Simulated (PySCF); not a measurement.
**Working out the ionisation energy of Br**

Br [Ar] 3d10 4s2 4p5 (2P) → Br⁺ [Ar] 3d10 4s2 4p4 (3P). Calculation: PySCF 2.14, in aug-cc-pVTZ-PP with ECP10MDF; scalar relativity through the core potential. Frozen: 3s2 3p6 3d10. Energies in hartree (1 hartree = 27.21139 eV):

| part | Br (lower) | Br⁺ (upper) |
| --- | --- | --- |
| UHF | -415.491803 | -415.097948 |
| CCSD correlation | -0.156207 | -0.124767 |
| (T) | -0.004958 | -0.003364 |

**Question.** What does Hartree-Fock give?

**Answer.** (-415.097948) − (-415.491803) = 0.393855 hartree = 10.717 eV.

**Question.** What do CCSD and CCSD(T) give?

**Answer.** The CCSD correlation energies differ by 0.031440 hartree = 0.856 eV and the triples by 0.001594 hartree = 0.043 eV, so CCSD gives 11.573 eV and CCSD(T) 11.616 eV.

Measured between the centres of the two terms (NIST): 11.844 eV, so CCSD(T) (valence) is off by -0.228 eV.

What remains against the reference includes basis incompleteness, the frozen core and higher excitations.
